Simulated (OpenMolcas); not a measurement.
**Cr2+: moving or changing the point charges**

Cr2+ among 3 point charges of -1 e arranged as a planar triangle (D3h), 1.77 Å from the ion.

- Program: OpenMolcas 26.06
- Method: SS-CASPT2, IPEA 0.25 Eh, imaginary shift 0.1 Eh (closed shells correlated: 3s 3p)
- Basis: ANO-RCC-VDZP [5s4p2d1f]
- Scalar Hamiltonian: DKH2, point nucleus
- Active space: 4 electrons in 5 orbitals (3d)
- State averaging: 2S+1 = 5 even, 5 roots; 2S+1 = 3 even, 45 roots; 2S+1 = 1 even, 50 roots
- Spin-orbit coupling: RASSI with atomic mean-field integrals over the reference wave functions

Runs around this geometry, states (labels of D3, the rotations of D3h). Energies in cm-1 above the lowest state or level, χT in cm3 K/mol.

```csv
R (Å),q (e),Ground state,First state of that spin,First gap with spin-orbit (degeneracies),χT at 300 K,First state of another spin
1.77,-0.65,5E,5E 5240,"130 (2, 2)",2.339,3E 18420
1.61,-1,5E,5E 9980,"130 (2, 2)",2.357,3A2 15720
1.77,-1,5E,5E 7810,"130 (2, 2)",2.345,3A2 17250
1.9,-1,5E,5E 6470,"130 (2, 2)",2.339,3A2 17900
```

Taking the first state of the same spin as R^-n, n = -ln(6470 / 9980) / ln(1.9 / 1.61) = 2.6 between the shortest and longest distance.

Scaling the charges by -0.65 / -1 = 0.65 scales the first state of the same spin by 5240 / 7810 = 0.67; with fixed orbitals a first-order splitting would follow the charge.

Roots that are degenerate in the reference are averaged as groups; the widest CASPT2 spread within a group is 310 cm-1 (the 2-fold group of multiplicity 5 near 0 cm-1 above the lowest state of its run, R = 1.61, q = -1). Shifts and gaps below about the spread of the groups concerned are not significant. An orbital doublet at a regular site is open to a Jahn-Teller distortion, which this geometry leaves out. Free-ion shares, where given, are those of the reference states; single-state CASPT2 does not remix them. This is an electrostatic model: the charges have no orbitals. No measured value stands beside these numbers.
